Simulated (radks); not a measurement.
Correlation energies from several functionals, in hartree. Species: He [He]; He+ 1s1; P3+ [Ne] 3s2; V16+ [He] 2s2 2p3; B3+ [He]. Calculated with a radial shooting solver on a logarithmic mesh with Libxc functionals: non-relativistic Kohn-Sham, r2SCAN, spin-polarised, spherical densities, point nucleus; meta-GGA in the generalised Kohn-Sham scheme. Every spin shell is full or empty, so the densities are truly spherical. Functionals are evaluated on that one density, not self-consistently.

functional         He         He+       P3+      V16+        B3+
PW92         -0.11213   -0.029449   -1.0004  -0.68475   -0.16270
PZ           -0.11194   -0.029571  -0.99840  -0.67244   -0.16201
Wigner      -0.095725           0  -0.62898  -0.29513   -0.10596
Chachiyo     -0.10909   -0.029221  -0.98325  -0.66445   -0.15956
LYP         -0.043754           0  -0.50984  -0.26937  -0.049829
P86         -0.043333   0.0023005  -0.50829  -0.32213  -0.052971
PW91        -0.045349  -0.0072880  -0.49205  -0.26877  -0.055411
AM05        -0.097577   -0.025733  -0.90146  -0.61406   -0.14183
OP (B88)    -0.051435           0  -0.49169  -0.27592  -0.069307
revTPSS     -0.045725           0  -0.45863  -0.23126  -0.049886
B95         -0.041849           0  -0.53713  -0.32094  -0.060327
Tao-Mo      -0.028791           0  -0.40254  -0.19419  -0.032287
